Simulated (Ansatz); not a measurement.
(Cl)2Si(OSiH2)2O (Si₃Cl₂O₃H₄). Total charge 0; singlet. Geometry PBE-D4/def2-SVP, basis def2-TZVP, Ansatz.

| run | HOMO (eV) | LUMO (eV) |
| --- | --- | --- |
| A | -7.56 | -1.50 |
| B | -8.51 | -0.64 |
| C | -7.85 | -0.78 |
| D | -8.91 | -0.27 |
| E | -7.48 | -1.22 |

HSE06 is defined as in plane-wave codes, on full-range PBE exchange.

**Question.** The runs used HSE06, LDA (SPW92), PBE, PBE0, r2SCAN. Estimate which is which.

**Answer.** A LDA (SPW92) (0 % exact exchange); B HSE06 (range-separated); C r2SCAN (0 % exact exchange); D PBE0 (25 % exact exchange); E PBE (0 % exact exchange). Exact exchange lowers occupied and raises empty levels; among semilocal functionals meta-GGAs tend to open the gap a little, and such runs are hard to tell apart. The gap grows from 6.05 eV (LDA (SPW92)) to 8.64 eV (PBE0).
